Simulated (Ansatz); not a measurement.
CH₅AlOSi. Charge 0, multiplicity 1.

```xyz
9

C    -0.2545    0.7248   -0.6855
Al   -1.2992   -0.1274    0.7489
O     0.0727   -1.0925    1.1758
Si    1.0594   -0.4409   -0.0052
H    -0.5755    0.5328   -1.7116
H    -0.0464    1.7917   -0.5820
H    -2.7201   -0.1415    1.4300
H     2.2426    0.2364    0.5906
H     1.5210   -1.4835   -0.9610
```

(1) What are the harmonic wavenumbers in cm⁻¹ at PBE0-D4/def2-TZVP (Ansatz, finite differences of forces, unscaled)? (Estimate.)

(2) Is this a minimum?

(3) Give the ideal-gas thermochemistry at 298.15 K and 1 bar (rigid rotor, harmonic oscillator; point group Cs, symmetry number 1).

(4) And at 400, 500, 600, 800 and 1000 K?

Answers

(1) The calculation gave: 154, 395, 470, 471, 563, 575, 639, 711, 712, 770, 843, 866, 868, 908, 983, 1373, 1965, 2212, 2213, 3090, 3147.

(2) Yes, all 21 modes are real.

(3) Zero-point energy 143.1 kJ/mol; H(298) − E = 159.7 kJ/mol; entropy 304.5 J/(mol·K), of which translation 164.7, rotation 106.1, vibration 33.7; G(298) − E = 68.9 kJ/mol.

(4) 
| T (K) | H − E (kJ/mol) | S (J/mol/K) | G − E (kJ/mol) |
| --- | --- | --- | --- |
| 400 | 170.3 | 334.9 | 36.3 |
| 500 | 182.5 | 362.1 | 1.5 |
| 600 | 196.1 | 386.9 | -36.0 |
| 800 | 226.3 | 430.1 | -117.8 |
| 1000 | 259.2 | 466.8 | -207.6 |
